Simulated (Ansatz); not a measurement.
Reaction (formal exchange of groups at the Si–H bond): `FC1[SiH2]S1` + `F/C=C\C=C(F)F` → `F[C@H]1S[Si@@H]1F` + `F/C=C\C=C/F`

Calculated with Ansatz (gas phase, PBE0-D4/def2-TZVP geometries, no zero-point term in ΔE). CCSD(T)/CBS is the MP2 limit (def2-TZVPP, def2-QZVPP) plus CCSD(T) − MP2 in def2-TZVPP, frozen cores. Double bonds are as drawn, so ΔE can hold a change between cis and trans. DFT in def2-TZVPP. B3LYP here is the variant with VWN-RPA as its local correlation; programs differ in this. Each species was taken in one conformer, which may not be the lowest.

`FC1[SiH2]S1`:

Z-matrix (Å, degrees):
```
C
Si 1 1.856
S 1 1.839 2 69.1
F 1 1.366 2 119.7 3 107.4
H 1 1.087 2 123.7 3 -104.2
H 2 1.480 1 120.9 3 105.6
H 2 1.477 1 117.5 3 -107.0
```

`F/C=C\C=C(F)F`:

Z-matrix (Å, degrees):
```
C
C 1 1.327
F 1 1.338 2 122.0
H 1 1.082 2 125.3 3 180.0
C 2 1.442 1 124.3 3 -0.0
H 2 1.083 1 116.6 3 180.0
C 5 1.325 2 123.1 1 180.0
H 5 1.081 2 120.0 1 -0.0
F 7 1.314 5 125.2 2 -0.0
F 7 1.311 5 124.7 2 -180.0
```

`F[C@H]1S[Si@@H]1F`:

Cartesian coordinates in Å:
```
F 0.196 -1.837 0.781
C -0.466 -0.749 0.299
S -0.463 0.722 1.451
Si 0.450 0.684 -0.401
F -0.156 1.525 -1.604
H -1.475 -1.026 0.004
H 1.914 0.681 -0.531
```

`F/C=C\C=C/F`:

```xyz
10

F    -0.453    1.741   -1.743
C     0.626    1.371   -1.046
C     0.589    0.386   -0.157
C    -0.589   -0.386    0.157
C    -0.626   -1.371    1.046
F     0.453   -1.741    1.743
H     1.500    1.960   -1.293
H     1.515    0.160    0.358
H    -1.515   -0.160   -0.357
H    -1.500   -1.960    1.292
```

Is it downhill or uphill in electronic energy at CCSD(T)/CBS, and by how much? (Estimate.)

Ansatz gave: Downhill: ΔE = -2.08 eV.

What do these levels give: PBE-D4, B3LYP-D4, ωB97X-V, B2PLYP, PBE, r2SCAN, HF/def2-TZVPP, SCS-MP2/def2-TZVPP, CCSD/def2-TZVPP, CCSD(T)/def2-TZVPP, HF/def2-QZVPP, CCSD/CBS(def2)? (Best estimate.)

Computed: PBE-D4 -1.83, B3LYP-D4 -1.99, ωB97X-V -1.92, B2PLYP -2.04, PBE -1.83, r2SCAN -1.93, HF/def2-TZVPP -2.05, SCS-MP2/def2-TZVPP -2.08, CCSD/def2-TZVPP -2.03, CCSD(T)/def2-TZVPP -2.01, HF/def2-QZVPP -2.07, CCSD/CBS(def2) -2.10 eV.

Largest T1 diagnostic among the species: 0.014.

From PBE to PBE0 (25 % exact exchange), in def2-TZVPP and without D4, ΔE moves by −0.04 eV.
